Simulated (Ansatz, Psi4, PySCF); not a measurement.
COS, triplet, geometry from GFN2-xTB (a higher spin typed on purpose: for a closed-shell molecule this is an excited state). Base run: MP2/6-31G* run with PySCF.

Input for PySCF:
```python
from pyscf import gto, scf, mp

mol = gto.M(
    atom='''
O    -1.61038921   -0.05734526   -0.06614538
C    -0.58674147    0.48825900    0.14288258
S     1.02522266   -0.15442449   -0.02050827
''',
    basis='6-31g*',
    spin=2,
    verbose=4,
)

mf = scf.UHF(mol)
mf.kernel()

pt = mp.MP2(mf)
pt.kernel()
print('E(MP2) = %.10f' % pt.e_tot)
```

The same geometry, method and basis name were run in Ansatz (a quantum-chemistry and plane-wave program) and Psi4 and PySCF, at each program's defaults and at the settings that a row names. The base is PySCF at its defaults. Differences at the defaults can come from grids, fitting, cores and function types together.

```tsv
code and settings	ΔE vs base (mEh)	basis functions	E (Eh)	SCF cycles
PySCF, defaults (exact integrals, spherical functions, all electrons correlated)	0.000	46	-510.55941	13
Psi4, defaults (density fitting with its default set, Cartesian functions, all electrons correlated)	-14.125	49	-510.57354	19
Ansatz, defaults (factorised integrals, Cartesian functions, frozen core)	3.567	49	-510.55585	-
PySCF, frozen core	10.713	46	-510.54870	13
Psi4, exact integrals, spherical functions, frozen core	10.712	46	-510.54870	19
Ansatz, high accuracy, frozen core, Cartesian functions as the basis file defines them	3.562	49	-510.55585	-
```

Open shells are given as the SCF converged; they aren't shown to be the lowest states, and a large step between rows can be another state.
